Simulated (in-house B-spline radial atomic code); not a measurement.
Ru6+: [Kr] 4d2

All numbers are computed (non-relativistic LC-wPBE, spin-polarised, spherical fractional occupations; point nucleus) with a radial B-spline atomic code at the basis-set limit, not measured.

Effective charges: Z_r = [3n² - l(l+1)]/(2<r>) from the radius, Z_e = n√(-2ε) from the energy, and Slater's rules. Values are occupation-weighted means over spin.

```json
{"shell": "1s", "electrons": "2", "ε (eV)": "-21430", "<r> (bohr)": "0.03463", "Z_r": "43.32", "Z_e": "39.69", "Slater": "43.70"}
{"shell": "2s", "electrons": "2", "ε (eV)": "-3110.2", "<r> (bohr)": "0.1509", "Z_r": "39.77", "Z_e": "30.24", "Slater": "39.85"}
{"shell": "2p", "electrons": "6", "ε (eV)": "-2884.5", "<r> (bohr)": "0.1291", "Z_r": "38.72", "Z_e": "29.12", "Slater": "39.85"}
{"shell": "3s", "electrons": "2", "ε (eV)": "-626.1", "<r> (bohr)": "0.4143", "Z_r": "32.58", "Z_e": "20.35", "Slater": "32.75"}
{"shell": "3p", "electrons": "6", "ε (eV)": "-537.58", "<r> (bohr)": "0.4077", "Z_r": "30.66", "Z_e": "18.86", "Slater": "32.75"}
{"shell": "3d", "electrons": "10", "ε (eV)": "-375.02", "<r> (bohr)": "0.3827", "Z_r": "27.44", "Z_e": "15.75", "Slater": "22.85"}
{"shell": "4s", "electrons": "2", "ε (eV)": "-163.85", "<r> (bohr)": "1.011", "Z_r": "23.73", "Z_e": "13.88", "Slater": "16.25"}
{"shell": "4p", "electrons": "6", "ε (eV)": "-135.62", "<r> (bohr)": "1.073", "Z_r": "21.44", "Z_e": "12.63", "Slater": "16.25"}
{"shell": "4d", "electrons": "2", "ε (eV)": "-84.983", "<r> (bohr)": "1.256", "Z_r": "16.72", "Z_e": "10.00", "Slater": "7.65"}
```

The least bound orbital is 4d up at -84.98 eV, and it is also the most diffuse (<r> = 1.256 bohr).

Caution: exact exchange at fractional occupations of open shells leaves self-interaction of up to several eV.
